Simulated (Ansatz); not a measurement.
Total energies of the cluster Si₃O₆ from Ansatz at PBE-QIDH/def2-TZVPD, gas phase (1 Eh = 27.2114 eV = 2625.5 kJ/mol). The reference geometry is relaxed at PBE0-D4/def2-SVP.

```xyz
9

Si   -0.0002    0.0001    0.0001
Si    0.9230    2.1618    0.3746
Si   -0.9230   -2.1618   -0.3746
O     0.8146    0.7366    1.2620
O    -1.4891   -0.7139    0.2683
O     0.1028    1.4132   -0.8892
O     0.5712   -1.4358   -0.6406
O    -1.5094   -3.5356   -0.6129
O     1.5101    3.5354    0.6123
```

| state | geometry | energy (Eh) |
| --- | --- | --- |
| charge 0 singlet | reference | -1319.26615 |
| charge -1 doublet | reference | -1319.31898 |
| free Si atom (triplet) | – | -289.15932 |
| free O atom (triplet) | – | -75.01113 |

Correlated methods freeze 21 core orbitals.

Work out the vertical electron affinity, to the doublet.

E(charge 0 singlet) − E(charge -1 doublet) = -1319.26615 − (-1319.31898) = 0.05283 Eh = 1.44 eV.

What is the binding energy per atom against free atoms?

Atoms: 3 × (-289.15932) + 6 × (-75.01113) = -1317.54474 Eh. Binding: -1317.54474 − (-1319.26615) = 1.72141 Eh = 46.84 eV, or 5.20 eV for each of 9 atoms (no zero-point energy, no counterpoise term).

The structure comes from a short search, and lower isomers may exist.
